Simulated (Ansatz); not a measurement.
`CC=[Se]` + `N=C(N)S` → `CSC(=N)N` + `C=[Se]`  (substitution at a C–C bond)

Gas-phase electronic energies from Ansatz, PBE0-D4/def2-TZVP geometries. CBS: MP2 limit from def2 TZ/QZ plus the TZ coupled-cluster correction, frozen cores. Functionals use def2-TZVPP. For Se outer-core shells are correlated without core-valence functions, which leaves a few kJ/mol of doubt a bond. Scalar relativity is left out up to krypton. Each species was taken in one conformer, which may not be the lowest.

```csv
level,ΔE (kcal/mol)
r2SCAN-D4,8.1
PBE0-D4,7.9
PBE0,8.3
HF/CBS(def2),8.3
```

(1) What does CCSD(T)/CBS give? (Estimate.)

Largest T1 diagnostic among the species: 0.016.

Answers

(1) The calculation gave: +6.9 kcal/mol. The listed levels differ from it by 1.2, 1.0, 1.4, 1.4 kcal/mol.

In def2-TZVPP, CCSD(T) changes the Hartree–Fock value by −1.3 kcal/mol (the triples alone add −0.3 kcal/mol) and MP2 by −1.1 kcal/mol.
